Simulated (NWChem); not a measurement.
Species: C$_{2}$H$_{5}$O$_{2}$ cation; SMILES COC=[OH+]

```xyz
9

C      0.4915    -1.4470     0.0000
O     -0.6769    -0.5383     0.0001
C     -0.5795     0.7229    -0.0001
O      0.4908     1.4286     0.0000
H      1.0656    -1.2830     0.9146
H      0.0512    -2.4411    -0.0047
H      1.0708    -1.2769    -0.9103
H     -1.5119     1.2855    -0.0003
H      1.3407     0.9382     0.0005
```
Atoms are numbered in this order, from 1.

Results from NWChem. Structure relaxed at the B3LYP/6-31G* (spherical d) level. Total energies compare along this basis series because the functional is fixed.

```json
[
 {"level": "TPSS/pcseg-1", "basis functions": "81", "energy (Ha)": "-229.3583", "highest occupied level (eV)": "-15.15", "orbital gap (eV)": "6.57", "relative time": "3"},
 {"level": "TPSS/aug-pcseg-1", "basis functions": "137", "energy (Ha)": "-229.3741", "highest occupied level (eV)": "-15.04", "orbital gap (eV)": "6.50", "relative time": "10"},
 {"level": "TPSS/pcseg-2", "basis functions": "190", "energy (Ha)": "-229.4971", "highest occupied level (eV)": "-15.06", "orbital gap (eV)": "6.50", "relative time": "10"},
 {"level": "TPSS/STO-3G", "basis functions": "25", "energy (Ha)": "-226.4492", "highest occupied level (eV)": "-13.44", "orbital gap (eV)": "6.32", "relative time": "1"},
 {"level": "TPSS/def2-SVP", "basis functions": "81", "energy (Ha)": "-229.2353", "highest occupied level (eV)": "-15.07", "orbital gap (eV)": "6.53", "relative time": "3"}
]
```

The last column is a rough cost ratio, cheapest run = 1.
